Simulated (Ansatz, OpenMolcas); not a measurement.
## Worked example: the enthalpy of formation of BBr2F (dibromofluoroborane)

BBr2F: 4 atoms, total charge 0, spin state singlet. SMILES: `FB(Br)Br`. Geometry: relaxed at PBE0-D4/def2-TZVP.

Total energies at HF/3-21G (OpenMolcas 26.06); the atoms run unrestricted:

| species | state | energy (Eh) |
| --- | --- | --- |
| BBr2F | singlet | -5243.661201 |
| F | doublet | -98.845009 |
| B | doublet | -24.389762 |
| Br | doublet | -2560.035232 |

Harmonic wavenumbers at PBE0-D4/def2-TZVP, in cm⁻¹: 170, 303, 423, 473, 878, 1336.

Measured heats of formation of the gaseous atoms at 298.15 K, in kJ/mol: F 79.4, B 570.3, Br 111.9. Spin-orbit lowering of the atoms at 298 K (mean of the ground term's levels less their thermal mean, from spectra), in kJ/mol: F 1.29, B 0.00, Br 14.69. Take 1 Eh = 2625.50 kJ/mol, 1 cm⁻¹ = 0.0119627 kJ/mol, RT = 2.479 kJ/mol.

Work out the heat of formation of the gas at 298 K.


1. Electronic atomisation energy: (-98.845009) + (-24.389762) + 2 × (-2560.035232) − (-5243.661201) = 0.355966 Eh = 934.6 kJ/mol.
2. Zero-point energy: half the sum of the wavenumbers, 1791.5 cm⁻¹ = 21.4 kJ/mol.
3. Thermal vibrational enthalpy, Σ hcν̃/(exp(hcν̃/kT) − 1): 4.3 kJ/mol. Translation, rotation and pV of a non-linear molecule: 4 RT = 9.9 kJ/mol.
4. The 4 free atoms carry 5/2 RT each: 24.8 kJ/mol.
5. Spin-orbit coupling lowers the free atoms by 1.29 + 0.00 + 2 × 14.69 = 30.7 kJ/mol.
6. Atomisation enthalpy at 298 K: 934.6 − 30.7 − 21.4 − 4.3 − 9.9 + 24.8 = 893.1 kJ/mol.
7. Sum of the atoms' heats of formation: 873.5 kJ/mol. Heat of formation: 873.5 − 893.1 = -19.6 kJ/mol.

The tabulated value is -514.6 kJ/mol (NIST-JANAF tables; in doubt: it may be an older value or an estimate), so this level is off by +495.0 kJ/mol, or 35.7 % of the atomisation enthalpy that the table implies (1388.0 kJ/mol). Hartree–Fock leaves out correlation, which is larger in the molecule than in the atoms, so it underbinds and puts the heat of formation too high. Relativity is left out. A basis without polarisation functions underbinds badly. Anharmonicity and any spin-orbit splitting of the molecule are left out.
